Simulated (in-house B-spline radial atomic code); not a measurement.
# LDA VWN5 excitations of Fe IX (Fe8+)

Method: LDA VWN5. Computed with an all-electron radial atomic-structure program (B-spline basis): linear response of the closed shell [Ne] 3s2 3p6 with the functional's adiabatic kernel; scalar-relativistic (spin-free one-electron X2C), finite nucleus, no spin-orbit coupling, no double excitations, S, P, D and F terms only. Only terms of natural parity with L up to 3 were computed.

Command:
```bash
python run_td.py task.json out
```
Settings (radii: box in bohr, nucleus in fm):
```
Z                        26
electrons                18
configuration            [Ne] 3s2 3p6
hamiltonian              x2c
method                   lda,vwn
box_radius               11.59
rms_radius               3.7377
intervals                70
```

Time taken, with all properties: 0.6 s on 1 thread of Arm Neoverse N1, on a shared host.

The lowest states, in the order of their Tamm-Dancoff energies; the method's threshold (minus the highest occupied level) is 220.28 eV. Labels give the largest channel, * marks a mixed state, and oscillator strengths are full-response dipole values. Semilocal kernels can invert the small singlet-triplet splittings of Rydberg terms. Energies in eV:

| state | full response | Tamm-Dancoff | oscillator strength |
| --- | --- | --- | --- |
| 3p → 3d 3P | 51.25 | 51.38 | - |
| 3p → 3d 3F | 52.50 | 52.58 | - |
| 3p → 3d 1F | 56.55 | 56.60 | - |
| 3p → 3d 1P | 72.10 | 75.22 | 2.9 |
| 3s → 3d 3D | 88.24 | 88.28 | - |
| 3s → 3d 1D | 93.47 | 93.62 | - |
| 3p → 4s 3P | 115.22 | 115.23 | - |
| 3p → 4s 1P | 116.21 | 116.26 | 0.295 |
| 3p → 4p 3S | 125.92 | 125.95 | - |
| 3p → 4p 3D | 126.87 | 126.88 | - |
| 3p → 4p 1D | 127.47 | 127.48 | - |
| 3p → 4p 1S | 132.12 | 132.42 | - |
| 3p → 4d 3P | 144.12 | 144.13 | - |
| 3p → 4d 3F | ? | ? | - |
| 3p → 4d 1F | 144.66 | 144.66 | - |
| 3p → 4d 1P | 145.42 | 145.48 | 0.494 |
| 3s → 4s 3S | 150.55 | 150.56 | - |
| 3s → 4s 1S | 152.86 | 152.99 | - |
| 3p → 4f 3D | 157.66 | 157.67 | - |
| 3p → 4f 1D | 159.26 | 159.30 | - |
| 3s → 4p 3P | ? | ? | - |
| 3s → 4p 1P | 163.09 | 163.13 | 0.119 |

**Question.** Where does 3s → 4p 3P lie?

**Answer.** At 162.25 eV in full response, 162.26 eV in Tamm-Dancoff.

**Question.** Where does 3p → 4d 3F lie?

**Answer.** At 144.42 eV in full response, 144.42 eV in Tamm-Dancoff.

**Question.** How large is the singlet-triplet splitting of 3p → 3d (F terms) in Tamm-Dancoff?

**Answer.** 4.01 eV, from the unrounded values.

**Question.** What polarisabilities and dispersion coefficient does the method give?

**Answer.** Dipole 0.4945 bohr³, quadrupole 0.3087 bohr⁵, C6 0.5688 hartree·bohr⁶ for two such species.
